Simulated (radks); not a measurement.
Task: Neutral barium, [Xe] 6s2. Method: non-relativistic Kohn-Sham, LDA (Slater exchange, Perdew-Wang correlation), spin-polarised, spherical densities, point nucleus; computed with a radial shooting solver on a logarithmic mesh with Libxc functionals. Every spin shell is full or empty, so the densities are truly spherical. Functionals are evaluated on that one density, not self-consistently. Rank these orbital-free kinetic functionals by their error against the exact value of the orbitals, and give that value: Thomas-Fermi, von Weizsacker, TF + vW, TF + vW/9, TF + vW/5, LC94, APBEK, revAPBEK, Perdew 92, Thakkar, Pearson, LKT, PG1, DePristo-Kress, Ernzerhof.

Result: Exact: 7876.22 hartree. From best to worst, with 100 (|E| - |E exact|)/|E exact| (equal figures are ties): LC94 +0.03, APBEK +0.07, DePristo-Kress -0.15, revAPBEK +0.24, Ernzerhof -0.45, Thakkar -0.65, Perdew 92 -0.70, TF + vW/9 -0.71, Pearson -0.92, TF + vW/5 +2.85, Thomas-Fermi -5.16, PG1 +14.35, LKT +18.31, TF + vW +34.86, von Weizsacker -59.99.
